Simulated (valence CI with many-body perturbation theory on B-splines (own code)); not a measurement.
E1 line list for La8+

Computed by valence CI with perturbative core correlation (CI+MBPT): three valence electrons over a frozen Dirac-Fock core [Kr] 4d10, a basis of 8 s, 8 p, 9 d, 9 f, 6 g, 3 h, 2 i functions for each j, with the one-electron correlation potential Σ1, the two-electron term Σ2, the three-electron term Σ3, Breit, model QED; selected CI, second order for the rest, scaled by the run's own slope (own B-spline code, finite nucleus).

No measured spectrum was set against this ion. As an estimate, levels hold to about 250 cm⁻¹ or 0.2 % of their energy and the worst to 1 %, as in measured heavy ions of charge 2 to 7; those with d or f electrons hold less well. Core correlation moves these levels by up to 33000 cm⁻¹, and in measured spectra 5 to 20 % of such shifts remained as error; rates that hang on mixing are uncertain with them.

Lines 1 to 50 of 176 in falling wavelength, among levels below 373810 cm⁻¹, chosen from the strongest by gf and those to the six lowest levels. Wavelengths and rates use the calculated energies, so an error of 400 cm⁻¹ moves a line at 232.1 nm by 0.93 % and its rate by three times that or more. Electric multipoles are in the length gauge, E1 and E2 with the static RPA response of the core. Weak lines are less certain than strong ones. Lines between different terms over intervals too small for the method are left out, as are lines whose strength nearly cancels. Where a level lies close to another of its J and parity, the split of strength between their lines is uncertain. The highest levels of a list are the least certain.

Names give the largest LS component (configuration and term), which can be under half, so a name can repeat, a term be missing and a line seem to break the LS rules; names also repeat where a configuration has a term twice. Letters in brackets count levels of one name in rising energy.

```
λ vac (nm)              Upper              Lower   A (s⁻¹)  S (a.u.) with core polarisation  S without
     232.1       5s5p² ⁴P_3/2      4f5s² ²F°_5/2  7.73e+04                         1.91e-03   2.32e-03
     194.2       5s5p² ⁴P_5/2      4f5s² ²F°_7/2  1.53e+06                         3.32e-02   3.99e-02
     187.3       5s5p² ⁴P_5/2      4f5s² ²F°_5/2  1.27e+05                         2.47e-03   3.04e-03
     176.4        5p³ ²D°_5/2  4f5s5p ²F_7/2 [b]  5.44e+06                         8.84e-02   1.08e-01
     139.6        5p³ ²D°_5/2       5s²5d ²D_5/2  8.15e+06                         6.56e-02   8.50e-02
     134.4       5s5p² ²D_3/2      4f5s² ²F°_5/2  3.00e+07                         1.44e-01   1.73e-01
     120.7       5s5p² ²D_5/2      4f5s² ²F°_7/2  2.95e+07                         1.54e-01   1.82e-01
     118.0       5s5p² ²D_5/2      4f5s² ²F°_5/2  2.83e+06                         1.38e-02   1.69e-02
     117.6        5p³ ²D°_5/2  4f5s5p ²G_7/2 [b]  1.80e+07                         8.68e-02   1.04e-01
     116.8    5p³ ⁴S°_3/2 [a]  4f5s5p ²F_5/2 [a]  4.61e+07                         1.45e-01   1.76e-01
     113.9        5p³ ²P°_1/2  4f5s5p ²D_3/2 [a]  6.07e+07                         8.85e-02   1.07e-01
     103.4    5p³ ⁴S°_3/2 [a]       5s5p² ²S_1/2  2.09e+07                         4.56e-02   6.30e-02
     100.9       5s5p² ⁴P_1/2      5s²5p ²P°_3/2  1.55e+07                         1.57e-02   2.11e-02
     97.78        5p³ ²D°_5/2  4f5s5p ²G_7/2 [a]  4.97e+07                         1.38e-01   1.65e-01
     97.44    5p³ ⁴S°_3/2 [b]  4f5s5p ²F_5/2 [a]  7.05e+07                         1.29e-01   1.55e-01
     89.52     5s5p5d ⁴F°_3/2  4f5s5p ⁴D_3/2 [b]  2.66e+07                         3.77e-02   5.11e-02
     89.46    5p³ ⁴S°_3/2 [b]      4f5s5p ⁴F_3/2  4.61e+07                         6.51e-02   8.91e-02
     89.15        5p³ ²D°_5/2  4f5s5p ²F_7/2 [a]  1.12e+08                         2.35e-01   2.79e-01
     89.02    5p³ ⁴S°_3/2 [b]       5s5p² ²P_3/2  4.25e+07                         5.92e-02   8.23e-02
     87.91    5p³ ⁴S°_3/2 [b]       5s5p² ²S_1/2  3.46e+07                         4.64e-02   6.50e-02
     87.79        5p³ ²D°_5/2      4f5s5p ⁴F_3/2  2.74e+08                         5.49e-01   7.58e-01
     87.37        5p³ ²D°_5/2       5s5p² ²P_3/2  3.31e+08                         6.54e-01   9.02e-01
     87.10       5s5p² ⁴P_3/2      5s²5p ²P°_3/2  2.75e+07                         3.59e-02   4.87e-02
     86.56      4f5s5p ⁴G_5/2      4f5s² ²F°_7/2  7.81e+05                         1.50e-03   2.37e-03
     85.16      4f5s5p ⁴G_5/2      4f5s² ²F°_5/2  2.75e+07                         5.03e-02   6.58e-02
     84.70  4f5s5p ⁴F_7/2 [a]      4f5s² ²F°_7/2  1.18e+06                         2.82e-03   3.74e-03
     83.97     5s5p5d ⁴F°_5/2  4f5s5p ⁴D_3/2 [a]  6.28e+07                         1.10e-01   1.47e-01
     83.35  4f5s5p ⁴F_7/2 [a]      4f5s² ²F°_5/2  2.82e+07                         6.46e-02   8.57e-02
     81.91       5s5p² ²P_3/2      4f5s² ²F°_5/2  6.82e+07                         7.40e-02   9.68e-02
     81.90      4f5s5p ⁴F_5/2      4f5s² ²F°_7/2  3.22e+07                         5.24e-02   7.32e-02
     81.66  4f5s5p ²F_7/2 [a]      4f5s² ²F°_7/2  9.40e+07                         2.02e-01   2.65e-01
     81.55      4f5s5p ⁴F_3/2      4f5s² ²F°_5/2  4.75e+06                         5.09e-03   9.60e-03
     81.11      4f5s5p ⁴F_9/2      4f5s² ²F°_7/2  1.21e+08                         3.19e-01   4.23e-01
     80.92     5s5p5d ⁴F°_5/2  4f5s5p ⁴F_7/2 [b]  2.99e+07                         4.69e-02   5.41e-02
     80.64      4f5s5p ⁴F_5/2      4f5s² ²F°_5/2  1.21e+08                         1.88e-01   2.49e-01
     80.41  4f5s5p ²F_7/2 [a]      4f5s² ²F°_5/2  1.35e+08                         2.77e-01   3.67e-01
     79.92       5s5p² ⁴P_5/2      5s²5p ²P°_3/2  2.10e+08                         3.17e-01   4.30e-01
     79.56    5p³ ⁴S°_3/2 [a]       5s5p² ²P_1/2  5.99e+08                         5.96e-01   8.18e-01
     78.48       5s5p² ⁴P_1/2      5s²5p ²P°_1/2  2.13e+08                         1.02e-01   1.37e-01
     77.00  4f5s5p ²F_5/2 [a]      4f5s² ²F°_7/2  1.15e+08                         1.56e-01   1.97e-01
     75.88  4f5s5p ²F_5/2 [a]      4f5s² ²F°_5/2  5.65e+07                         7.31e-02   9.93e-02
     75.55  4f5s5p ²G_7/2 [a]      4f5s² ²F°_7/2  1.88e+08                         3.21e-01   4.26e-01
     75.39    5p³ ⁴S°_3/2 [a]       5s5p² ²D_5/2  1.12e+08                         9.50e-02   1.31e-01
     75.11     5s5p5d ⁴F°_3/2  4f5s5p ²F_5/2 [a]  1.19e+08                         9.98e-02   1.15e-01
     74.48  4f5s5p ²G_7/2 [a]      4f5s² ²F°_5/2  4.37e+07                         7.13e-02   9.41e-02
     74.27     5s5p5d ⁴F°_5/2  4f5s5p ²G_7/2 [a]  8.29e+07                         1.01e-01   1.23e-01
     72.93     5s5p5d ⁴F°_5/2  4f5s5p ²F_5/2 [a]  3.33e+08                         3.83e-01   4.84e-01
     72.81        5p³ ²P°_1/2       5s5p² ²P_3/2  1.30e+08                         4.94e-02   6.70e-02
     72.07        5p³ ²P°_1/2       5s5p² ²S_1/2  2.00e+09                         7.39e-01   1.01e+00
     70.23      4f5s5p ⁴G_9/2      4f5s² ²F°_7/2  6.94e+06                         1.19e-02   1.57e-02
```
